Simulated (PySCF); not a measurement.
# Nuclear quadrupole coupling in `C[N+](C)(C)[AlH2-][C](Cl)(Cl)Cl`

Species: C4H11AlCl3N.
Geometry (PBE0-D3(BJ)/def2-SVP, Å), atoms numbered from 1 in this order:
```xyz
20
C4H11AlCl3N angstrom
C     -0.1041    1.3562   -0.9492
N     -0.6337    0.2246   -0.1736
C     -1.8730    0.6216    0.5112
C     -0.8942   -0.9236   -1.0546
Al     0.6650   -0.2975    1.3466
C      2.4239   -0.8477    0.4971
Cl     3.4285   -1.2672    1.9274
Cl     2.3220   -2.2926   -0.5628
Cl     3.2542    0.4574   -0.4110
H     -0.8377    1.6791   -1.7079
H      0.8313    1.0616   -1.4418
H      0.1127    2.1930   -0.2717
H     -2.2482   -0.2211    1.1082
H     -2.6425    0.9187   -0.2222
H     -1.6669    1.4665    1.1825
H     -1.6486   -0.6607   -1.8159
H     -1.2595   -1.7680   -0.4547
H      0.0371   -1.2302   -1.5477
H     -0.1135   -1.5488    1.9598
H      0.7870    1.1020    2.1037
```

Field gradients from the PBE0/pcSseg-1 density (PySCF, non-relativistic), principal values in atomic units, ordered |Vxx| ≤ |Vyy| ≤ |Vzz|:

```tsv
atom	Vxx	Vyy	Vzz
N2	0.3838	0.4039	-0.7877
Al5	-0.0728	-0.6173	0.6901
Cl7	-1.9335	-2.0847	4.0182
Cl8	-1.9322	-2.0680	4.0002
Cl9	-1.9336	-2.0673	4.0009
```

**Question.** Find the asymmetry η = (Vxx − Vyy)/Vzz and the couplings χ = eQV/h (234.96 MHz × Q in barn × V in au), with Q(14N) = 0.02044 b, Q(27Al) = 0.1466 b, Q(35Cl) = −0.0817 b.

**Answer.** 
```json
{"atom": "N2", "environment": "nitrogen bonded to Al and 3 C", "nucleus": "14N", "η": "0.03", "χzz (MHz)": "-3.783", "χxx (MHz)": "1.843", "χyy (MHz)": "1.940"}
{"atom": "Al5", "environment": "aluminium bonded to C, N and 2 H", "nucleus": "27Al", "η": "0.79", "χzz (MHz)": "23.77", "χxx (MHz)": "-2.51", "χyy (MHz)": "-21.26"}
{"atom": "Cl7", "environment": "chlorine of a CCl3 group", "nucleus": "35Cl", "η": "0.04", "χzz (MHz)": "-77.14", "χxx (MHz)": "37.12", "χyy (MHz)": "40.02"}
{"atom": "Cl8", "environment": "chlorine of a CCl3 group", "nucleus": "35Cl", "η": "0.03", "χzz (MHz)": "-76.79", "χxx (MHz)": "37.09", "χyy (MHz)": "39.70"}
{"atom": "Cl9", "environment": "chlorine of a CCl3 group", "nucleus": "35Cl", "η": "0.03", "χzz (MHz)": "-76.80", "χxx (MHz)": "37.12", "χyy (MHz)": "39.68"}
```

The gradient is axial or nearly so (η below 0.05) at N2, Cl7, Cl8 and Cl9. 

**Question.** What is Vzz at Cl8 in SI units (1 au = 9.71736 × 10²¹ V/m²)?

**Answer.** 4.0002 au = 38.871 × 10²¹ V/m².

Were the hydrogens deuterons (Q(2H) = 0.00286 b), χzz would run from 72 kHz (H19 and H20) to 191 kHz (H12, H17, H15 and H13).

Isolated species at its PBE0-D3(BJ)/def2-SVP geometry, gas phase. The small basis limits the accuracy of the gradients.

These values come from a run that also computed NMR shieldings. On one thread of an Arm Neoverse V1, no GPU, shared host, this took 71 s of wall time (with the writing of density and orbital grids) and 1.2 GiB of memory at its peak.
